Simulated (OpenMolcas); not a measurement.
**P⁺: CASPT2 settings compared**

```yaml
Program: OpenMolcas
Basis: ANO-R2 [5s4p3d1f]
Scalar_Hamiltonian: X2C, finite nucleus
Active_space: 4 electrons in 4 orbitals (3s 3p)
State_averaging: 2S+1 = 3 even, 3 roots; 2S+1 = 1 even, 6 roots kept (CI in the orbitals of an earlier block); 2S+1 = 5 odd, 1 root; 2S+1 = 3 odd, 8 roots kept (CI in the orbitals of an earlier block); 2S+1 = 1 odd, 5 roots kept (CI in the orbitals of an earlier block, 0 in the spin-orbit step)
Spin-orbit_coupling: state interaction with AMFI integrals over the reference wave functions, term energies averaged over their components
```

Methods on the same reference wave functions:
A. CASSCF
B. SS-CASPT2, IPEA 0.2 Eh, imaginary shift 0.3 Eh (closed shells correlated: 2s 2p)
C. XMS-CASPT2, IPEA 0.4 Eh, imaginary shift 0.25 Eh (closed shells correlated: 2s 2p)

Energies in cm-1 above 3s2 3p2 3P0, the measured ground level; measured values from NIST Handbook of Basic Atomic Spectroscopic Data.

| Level | A | B | C | Measured |
| --- | --- | --- | --- | --- |
| 3s2 3p2 3P0 | 0.0 | 0.0 | 0.0 | 0.0 |
| 3s2 3p2 3P1 | 145 | 145 | 145 | 165 |
| 3s2 3p2 3P2 | 417 | 416 | 416 | 469 |
| 3s2 3p2 1D2 | 11753 | 8660 | 8680 | 8882 |
| 3s2 3p2 1S0 | 21048 | 20540 | 21050 | 21576 |
| 3s 3p3 5S* 2 | 34122 | 42050 | 42340 | 45697 |
| 3s 3p3 3D* 2 | 74383 | 64830 | 65940 | 65272 |
| 3s 3p3 3D* 1 | 74385 | 64840 | 65940 | 65251 |
| 3s 3p3 3D* 3 | 74388 | 64840 | 65940 | 65307 |
| 3s 3p3 3P* 0 | 86164 | 79460 | 79380 | 76823 |
| 3s 3p3 3P* 1 | 86167 | 79460 | 79380 | 76812 |
| 3s 3p3 3P* 2 | 86171 | 79460 | 79390 | 76764 |

Deviations, from unrounded energies. A percentage is the sum of absolute deviations over the sum of measured energies, with the sign that they share, or ± where signs differ.

```
                        Against measurement  Levels      A      B      C
             mean absolute deviation (cm-1)      11   6400   1300   1300
      fine structure of the ground term (%)       2  -11.3  -11.4  -11.5
other terms of the ground configuration (%)       2  ±11.2   -4.1   -2.4
                   other configurations (%)       7  ±14.2   ±2.7   ±2.8
```

B, C lie about equally close to measurement and A furthest from it. The largest miss of C in the table is 3s 3p3 5S* 2, by -3400 cm-1. The ranking rests on the paired levels alone, and a cruder setting can come out closer through cancelling errors.

Between B and C the level of the table that moves most is 3s 3p3 3D* 3, by 1100 cm-1 (lowest in B, highest in C). Moves below CASPT2's spread within the term are not significant.

The mean deviations of B to C differ by less than CASPT2's widest spread within a term (1800 cm-1), so their order carries little weight.

From A to B the spin-free energies of the other terms of 3s2 3p2 shown, above 3P, scale by factors of 0.73 to 0.98.

The lowest spin-free term lies below A's lowest term by 0.258 hartree in B, 0.256 hartree in C.

CASPT2 breaks the degeneracy within a term, and the mean is taken; among the terms shown or strongly mixed into the levels shown the widest spread is 1800 cm-1 (3s 3p3 3P*, C). Over all roots computed the reference weight is 0.92 to 0.98 in B, 0.92 to 0.98 in C; the roots of lowest weight are the least certain, and an intruder state may touch them. Terms from blocks run as CI alone lack orbitals of their own. Terms of s pⁿ other than that of highest spin mix with s² pⁿ⁻² d, which this space lacks; all of them can be thousands of cm-1 off, and some have no real level of that name. Without dynamic correlation excited terms often stand tens of per cent too high (terms of higher spin than the ground term too low), and those without a measured partner can miss by more than the paired ones (holds for A). Measured partners are found by configuration, term and J. A level has none where our copy of the source lacks it or the pairing is in doubt (some pairs that miss far off the trend of their configuration count as doubtful), and it then counts in no deviation. Only configurations of the active space appear.

* marks odd parity.
